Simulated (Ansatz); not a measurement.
Species: H₆GeSi, SMILES `[SiH3][GeH3]` (charge 0, multiplicity 1).

Q: Give a relaxed geometry from PBE0-D3(BJ)/def2-SVP (Ansatz, a quantum-chemistry and plane-wave program).

A: the end point of this relaxation (outside a Z-matrix the atoms follow the SMILES, hydrogens last).
Z-matrix (Å, degrees):
```
Ge
H 1 1.5402
H 1 1.5402 2 108.44
H 1 1.5402 2 108.44 3 -117.57
Si 1 2.3814 2 110.47 4 -121.22
H 5 1.4950 1 110.11 2 -179.39
H 5 1.4950 6 108.83 1 120.78
H 5 1.4950 6 108.83 7 118.45
```
